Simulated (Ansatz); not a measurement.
Reactions of `CC1([SiH3])C[SiH2]1`.

Gas-phase electronic energies from Ansatz, PBE0-D4/def2-TZVP geometries. CBS: MP2 limit from def2 TZ/QZ plus the TZ coupled-cluster correction, frozen cores. This one scheme is used for every species. DFT in def2-TZVPP. B3LYP here is the variant with VWN-RPA as its local correlation; programs differ in this. For Ga, Mg outer-core shells are correlated without core-valence functions, which leaves a few kJ/mol of doubt a bond. Scalar relativity is left out up to krypton. One conformer a species, not always the lowest.

```
                                                                                reaction  CCSD(T)/CBS(def2) (kcal/mol)
            `CC1([SiH3])C[SiH2]1` + `C[S][Mg][OH]` → `C[S][Mg][O][SiH3]` + `CC1C[SiH2]1`                         -26.9
     `CC1([SiH3])C[SiH2]1` + `O[SiH](F)[SiH3]` → `F[SiH]([SiH3])O[SiH3]` + `CC1C[SiH2]1`                             ?
`CC1([SiH3])C[SiH2]1` + `[NH2][Al]([OH])[F]` → `[NH2][Al]([F])[O][SiH3]` + `CC1C[SiH2]1`                             ?
    `CC1([SiH3])C[SiH2]1` + `[NH2][GaH][SiH3]` → `[SiH3][NH][GaH][SiH3]` + `CC1C[SiH2]1`                         -10.5
                                       `CC1([SiH3])C[SiH2]1` + H₂ → `CC1C[SiH2]1` + SiH₄                          -2.2
                     `CC1([SiH3])C[SiH2]1` + `CC(C)=N` → `CC(C)=N[SiH3]` + `CC1C[SiH2]1`                          -3.7
                       `CC1([SiH3])C[SiH2]1` + `CB(N)O` → `CB(N)O[SiH3]` + `CC1C[SiH2]1`                         -18.9
           `CC1([SiH3])C[SiH2]1` + `CC[SiH](O)F` → `CC[SiH](F)[SiH3]` + `CC1(O)C[SiH2]1`                          51.5
```

Question: Fill in the missing values. (Estimate.)

Answer: The calculation gave: `CC1([SiH3])C[SiH2]1` + `O[SiH](F)[SiH3]` → `F[SiH]([SiH3])O[SiH3]` + `CC1C[SiH2]1`: -22.0 kcal/mol; `CC1([SiH3])C[SiH2]1` + `[NH2][Al]([OH])[F]` → `[NH2][Al]([F])[O][SiH3]` + `CC1C[SiH2]1`: -24.2 kcal/mol.

Largest T1 diagnostic: 0.015, for `[NH2][GaH][SiH3]`.
